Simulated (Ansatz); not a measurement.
Consider the redistribution: `C[SiH2]C[SiH2]F` + `CB[SiH](O)I` → `O[SiH](I)[SiH2]F` + `CBC[SiH2]C`.

Calculated with Ansatz (gas phase, PBE0-D4/def2-TZVP geometries, no zero-point term in ΔE). CBS: MP2 limit from def2 TZ/QZ plus the TZ coupled-cluster correction, frozen cores. DFT in def2-TZVPP. B3LYP here is the variant with VWN-RPA as its local correlation; programs differ in this. Elements past krypton have def2 core potentials. For I outer-core shells are correlated without core-valence functions, which leaves a few kJ/mol of doubt a bond. Each species was taken in one conformer, which may not be the lowest.

| level | ΔE (kJ/mol) | difference from CCSD(T)/CBS |
| --- | --- | --- |
| r2SCAN-D4 | -4.9 | 0.5 |
| PBE0-D4 | -7.9 | -2.5 |
| B3LYP-D4 | -7.1 | -1.7 |
| PBE | -9.8 | -4.4 |
| PBE0 | -9.9 | -4.5 |
| B3LYP | -10.6 | -5.2 |
| MP2/def2-TZVPP | -2.7 | 2.7 |
| CCSD/def2-TZVPP | -5.4 | 0.0 |
| CCSD(T)/def2-TZVPP | -4.1 | 1.3 |
| HF/def2-QZVPP | -12.4 | -7.0 |
| CCSD(T)/CBS | -5.4 | 0 |

Largest T1 diagnostic among the species: 0.011.

The D4 term adds +3.6 kJ/mol with B3LYP and +1.9 kJ/mol with PBE0; it sums over pairs of atoms, weighted by their polarisabilities, and B3LYP, whose exchange is more repulsive, gets the larger term. In def2-TZVPP, CCSD(T) changes the Hartree–Fock value by +7.7 kJ/mol (the triples alone add +1.3 kJ/mol) and MP2 by +9.1 kJ/mol.
